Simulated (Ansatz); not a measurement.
## Relative stability

The two ends of one reaction step of SnH5O2, doublet (PBE0-D4/def2-TZVP).

A:

H1  (-1.460, -0.160, -1.176)
Sn2  (1.452, 0.118, -0.244)
O3  (-2.209, -0.357, -0.594)
O4  (-1.565, -0.406, 0.675)
H5  (1.218, 1.324, 0.949)
H6  (1.651, -1.418, 0.479)
H7  (2.834, 0.512, -1.188)
H8  (-1.921, 0.385, 1.100)
(Å)

B:

| atom | x (Å) | y (Å) | z (Å) |
| --- | --- | --- | --- |
| H1 | -0.2339 | 0.9534 | 0.6723 |
| Sn2 | 1.1586 | 0.1113 | 0.0920 |
| O3 | -1.5942 | -1.0214 | -0.7406 |
| O4 | -2.3941 | -0.1788 | -0.1520 |
| H5 | 2.4828 | 0.9891 | 0.7209 |
| H6 | 1.1774 | -1.4705 | 0.7078 |
| H7 | 1.1982 | 0.1554 | -1.6045 |
| H8 | -1.7947 | 0.4614 | 0.3042 |

Computed with Ansatz 0.2.0 (basis: def2-TZVPP); correlated methods freeze the cores; orbitals are unrestricted. Filled d shells of the heavier atoms are correlated. Core potentials replace the inner electrons of the atoms past krypton. The def2 sets are not built for correlating such inner shells, so the correlated values are less sure here. B3LYP uses VWN-RPA correlation.

Task: Which structure is lower at CCSD(T), and by how much? (An estimate is asked for; the value comes from the calculation.)

Result: By the calculation: A, by 0.442 eV (electronic energy, against the other). By their contacts, A is a complex of H₂O₂ ([OH][OH]) + SnH₃ and B is a complex of HO₂ ([O][OH]) + SnH₄.

All methods give the same order:

| method | E(B) − E(A) (eV) |
| --- | --- |
| SPW92 | 0.366 |
| PBE-D4 | 0.328 |
| BLYP-D4 | 0.327 |
| r2SCAN-D4 | 0.331 |
| B97M-V | 0.201 |
| PBE0-D4 | 0.349 |
| B3LYP-D4 | 0.353 |
| r2SCAN0-D4 | 0.349 |
| BHLYP-D4 | 0.316 |
| CAM-B3LYP-D4 | 0.329 |
| wB97X-V | 0.239 |
| wB97M-V | 0.405 |
| B2PLYP | 0.406 |
| PBE-QIDH | 0.432 |
| RPA on PBE | 0.323 |
| HF | 0.163 |
| MP2 | 0.751 |
| CCSD | 0.440 |
| CCSD(T) | 0.442 |

The T1 diagnostic stays at or below 0.024. ⟨S²⟩ of the unrestricted Hartree–Fock references: 0.75 to 0.76 (a pure state has 0.75).

Labels in which every atom is bracketed show which atoms are joined, not bond orders.

For scale, one of the runs: CCSD(T)/def2-TZVPP, 182 basis functions, launched by `ansatz run in.yaml --threads 4 --pin off --events-out ev --progress --plain --max-ram 9574MiB`. The run took 4.1 min on 4 CPU threads of an Arm Neoverse V1 (shared host), with 5.6 GiB of host memory at its peak.
